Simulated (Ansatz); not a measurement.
C₂H₉OSbSi, SMILES `CC[O][SbH][SiH3]`. The species carries charge 0 and has multiplicity 1. Sb: def2 effective core potential. The structure was optimised at the PBE0-D4/def2-TZVP level. It is one conformer, not always the lowest.

```xyz
14

C    -0.059   -0.312   -1.852
C     0.129   -1.541   -0.988
O    -0.145   -1.300    0.373
Sb    1.199   -0.275    1.410
Si   -0.288    1.827    1.668
H     0.660    0.472   -1.590
H    -1.065    0.094   -1.724
H     0.087   -0.553   -2.908
H     1.145   -1.941   -1.126
H    -0.566   -2.327   -1.303
H     0.607   -0.882    2.896
H    -0.226    2.632    0.418
H     0.220    2.663    2.792
H    -1.698    1.443    1.933
```

**Question.** What is the dipole moment at B3LYP/def2-TZVPP? (Estimate.)

**Answer.** Ansatz gave: 1.39 D, with components (1.15, 0.44, -0.66) D in this frame, pointing from negative to positive charge.

**Question.** And with PBE, r2SCAN, ωB97M-V? (Estimate.)

**Answer.** The calculation gave: PBE 1.26 D, r2SCAN 1.26 D, ωB97M-V 1.34 D.

**Question.** Give the Mulliken charges with B3LYP, ωB97M-V, PBE in def2-TZVPP. (Best estimate.)

**Answer.** Ansatz gave: 
```
atom  B3LYP  ωB97M-V    PBE
  C1  -0.24    -0.30  -0.24
  C2   0.05    -0.03   0.03
  O3  -0.52    -0.50  -0.45
 Sb4   0.52     0.42   0.46
 Si5   0.09     0.02   0.04
  H6   0.07     0.09   0.07
  H7   0.09     0.12   0.09
  H8   0.08     0.10   0.08
  H9   0.06     0.09   0.06
 H10   0.07     0.09   0.07
 H11  -0.10    -0.06  -0.09
 H12  -0.06    -0.02  -0.04
 H13  -0.06    -0.02  -0.04
 H14  -0.05     0.00  -0.03
```

B3LYP here is the variant with VWN-RPA as its local correlation; programs differ in this.
